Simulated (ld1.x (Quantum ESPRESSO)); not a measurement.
**indium (In): excitation energies, all-electron against TM**

| Item | Value |
| --- | --- |
| Element | In |
| Generator | ld1.x (Quantum ESPRESSO) 7.5 |
| Type | norm-conserving Troullier–Martins (Kleinman–Bylander form) |
| Functional | PBEsol |
| Relativity | scalar-relativistic |
| Frozen core | [Kr] 4d10 |
| Valence charge | 3 |
| Reference configuration | 5s2 5p1 |
| Partial waves | 5s (bound): rc 2.35 bohr; 5p (bound): rc 2.65 bohr |
| Local potential | all-electron potential smoothed inside 2.20 bohr (lloc = -1) |
| Core correction | none |

Energies are relative to the spin-unpolarised reference configuration 5s2 5p1; without spin polarisation the order of configurations can differ from experiment.

**Question.** Give the all-electron excitation energy and the error of the potential for: 5s2 5p0; 5s1 5p0; 5s2 5p0.5; 5s1 5p2; 5s0 5p3; 5s2 5p1.3; 5s1 5p1.

**Answer.**

```tsv
valence configuration	charge	ΔE all-electron (eV)	error AE − PS (meV)
5s2 5p0	+1	5.361	+5.0
5s1 5p0	+2	24.638	+52
5s2 5p0.5	+0.5	1.941	+0.2
5s1 5p2	0	5.877	+15
5s0 5p3	0	12.013	+73
5s2 5p1.3	-0.3	-0.531	+0.2
5s1 5p1	+1	12.014	+10
```

ld1.x printed “convergence not achieved” for 6 of the counted tests; their residual had stalled under 1e-8, short of the target of 1e-14.
